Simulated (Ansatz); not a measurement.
H2OPb (SMILES [OH][PbH]) moved off its minimum; all values from Ansatz (a program for electronic structure), cores frozen in correlated methods. Elements past Kr take the def2 small-core potentials, without spin–orbit coupling.
(charge 0, multiplicity 1)
```xyz
4

Pb    -0.0452    -0.1454     0.0764
H     -1.4236     0.2194    -1.2455
O      1.0935     0.9518    -0.9886
H      1.0134     1.1369    -1.8874
```

Task: Give the forces (eV/Å), the total energy and the dipole at CCSD(T)/def2-TZVPPD.

Result: 
```json
[
 {"atom": "Pb1", "Fx": "-3.358", "Fy": "-2.356", "Fz": "2.031"},
 {"atom": "H2", "Fx": "0.035", "Fy": "-0.370", "Fz": "0.399"},
 {"atom": "O3", "Fx": "3.806", "Fy": "2.184", "Fz": "-0.374"},
 {"atom": "H4", "Fx": "-0.483", "Fy": "0.542", "Fz": "-2.056"}
]
```
Energy -268.2277 hartree, dipole 1.32 D.
